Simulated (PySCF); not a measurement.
PBE on Pt⁻ (platinum, charge -1), [Xe] 4f14 5d9 6s2, 2D determinant. All numbers are calculated (PySCF 2.14, a scalar-relativistic core potential, in def2-TZVPPD with the def2 core potential (60 electrons) (6s5p3d2f1g, 59 functions)).

```
cycle= 1 E= -119.369941871685  delta_E= -0.0167  |g|= 0.099  |ddm|= 0.638
cycle= 2 E= -119.360543541421  delta_E= 0.0094  |g|= 0.179  |ddm|= 0.325
cycle= 3 E= -119.373897045448  delta_E= -0.0134  |g|= 0.00526  |ddm|= 0.222
cycle= 4 E= -119.373904828227  delta_E= -7.78e-06  |g|= 0.000115  |ddm|= 0.0053
cycle= 5 E= -119.373904840329  delta_E= -1.21e-08  |g|= 2.4e-05  |ddm|= 0.000356
cycle= 6 E= -119.373904840742  delta_E= -4.14e-10  |g|= 8.32e-06  |ddm|= 7.28e-05
converged SCF energy = -119.373904840742  <S^2> = 0.75219283  2S+1 = 2.0021916
```

Highest occupied orbital energy: 1.583 eV; ⟨L²⟩ = 6.02; populations by l: s 4.00, p 6.00, d 9.00, f 0.00.

Q: Can this result be used?

A: With care. Self-consistency was reached. Energies and moments cover only the electrons outside the core potential. Spin-orbit coupling, absent here, splits the open shell strongly. At PBE the highest occupied level has a positive energy, so only the finite basis holds that electron; in a semilocal or global hybrid functional this comes from self-interaction and does not mean that the real anion is unbound.
